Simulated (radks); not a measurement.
Results of a calculation; reference values are marked as such.
Q: These are the eigenvalues of the occupied orbitals of an atom or ion with whole-number occupations (hartree). Level of theory: scalar-relativistic Kohn-Sham, PBEsol, spin-unpolarised, spherical densities, finite nucleus; Fermi nuclear charge, rms radius of each element as measured or else 0.836 A^(1/3) + 0.57 fm (a radial shooting solver on a logarithmic mesh with Libxc functionals).

| orbital | eigenvalue |
|---|---|
| 1s | -936.8592 |
| 2s | -178.1159 |
| 2p | -165.0541 |
| 3s | -63.93362 |
| 3p | -59.72960 |

Which element is it, and in what charge state? The configuration may be excited.

A: Z = 46, palladium, charge +28: Pd28+ in [Ar]. The list shows which subshells hold electrons but not how many an open one holds; the 1s level, -936.86 hartree, gives Z - s = 43.3 by -(Z - s)^2/2, which with screening and relativity narrows Z to a few neighbours, and the depths of the outer levels then fix element, charge and occupations together.
